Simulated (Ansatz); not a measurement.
Cartesian coordinates (Å):
```xyz
5

S      1.8445    -0.0097     0.0642
C      0.2655    -0.7437    -0.3694
S     -1.2059    -0.9616     0.6021
S     -1.1838     1.1234     0.2793
C      0.2797     0.5915    -0.5761
```
Charge 0, multiplicity 1.

Level of theory: frozen-core CCSD(T)/cc-pVTZ // B3LYP-D3(BJ)/def2-TZVP (Ansatz, an electronic-structure program). The restricted HF reference is unstable towards unrestricted orbitals.

```json
{
 "HF energy": "-1268.21081 Ha",
 "MP2 correlation energy": "-0.83450 Ha"
}
```

Problem. Estimate the CCSD correlation energy, the (T) correction, the total energy and the T1 diagnostic.

Solution. 
* **CCSD correlation energy**: -0.85399 Ha
* **(T) correction**: -0.05789 Ha
* **CCSD(T) total energy**: -1269.12269 Ha
* **T1 diagnostic**: 0.020
